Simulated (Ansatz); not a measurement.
```yaml
crystal:
  periodic: [false, false, false]
  atoms:
    - {symbol: F, position_ang: [-1.766538, 1.012311, 0.457175]}
    - {symbol: C, position_ang: [-0.437963, 1.353791, 0.520368]}
    - {symbol: S, position_ang: [0.586552, 0.034263, 1.195245]}
    - {symbol: D, position_ang: [0.527093, -1.334281, -0.448220]}
    - {symbol: H, position_ang: [-0.107530, 1.620168, -0.485583]}
    - {symbol: H, position_ang: [-0.329239, 2.205773, 1.194222]}
    - {symbol: H, position_ang: [1.594383, -2.327644, -0.179056]}
    - {symbol: H, position_ang: [-0.781211, -2.022527, -0.566913]}
    - {symbol: H, position_ang: [0.802954, -0.588156, -1.704337]}
basis:
  gaussian: {orbitals: cc-pVTZ}
total_charge: 1
magnetization: {spin_polarized: true, initial_magnetization: 1}
hamiltonian: {xc: {name: PBE-QIDH}}
```

```sh
$ ansatz run in.yaml --threads 2 --pin off --events-out ev --progress --plain --max-ram 4352MiB
```

**Question.** How does Ansatz answer? (Best estimate.)

**Answer.** Ansatz gave: The input was rejected before any iteration.
```
Error: YAML parse error: error: line 7 column 16: `D` is not an element symbol (H … Og, case-exact)
 --> <input>:7:16
5 |     - {symbol: C, position_ang: [-0.437963, 1.353791, 0.520368]}
6 |     - {symbol: S, position_ang: [0.586552, 0.034263, 1.195245]}
7 |     - {symbol: D, position_ang: [0.527093, -1.334281, -0.448220]}
8 |     - {symbol: H, position_ang: [-0.107530, 1.620168, -0.485583]}
9 |     - {symbol: H, position_ang: [-0.329239, 2.205773, 1.194222]}
```
